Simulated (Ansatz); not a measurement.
Basis-set series for `C[O][Sn]([OH])([F])[F]`. Total charge 0; spin multiplicity 1. Sn: def2 effective core potential. The structure was optimised at the PBE0-D4/def2-TZVP level. It is one conformer, not always the lowest.

```tsv
functional	basis	functions	energy (Eh)	HOMO (eV)	LUMO (eV)
PBE0-D4	def2-SVP	116	-604.30289	-8.69	-2.17
PBE0-D4	def2-QZVPP	487	-604.84541	-8.88	-2.46
ωB97M-V	def2-SVP	116	-604.52275	-11.10	-0.03
ωB97M-V	def2-QZVPP	487	-605.07591	-11.31	-0.47
```

Give the rows for def2-TZVPP. (Estimate.)

The calculation gave: 
| functional | basis | functions | energy (Eh) | HOMO (eV) | LUMO (eV) |
| --- | --- | --- | --- | --- | --- |
| PBE0-D4 | def2-TZVPP | 261 | -604.81873 | -8.85 | -2.40 |
| ωB97M-V | def2-TZVPP | 261 | -605.05054 | -11.28 | -0.33 |

All numbers were calculated with Ansatz.
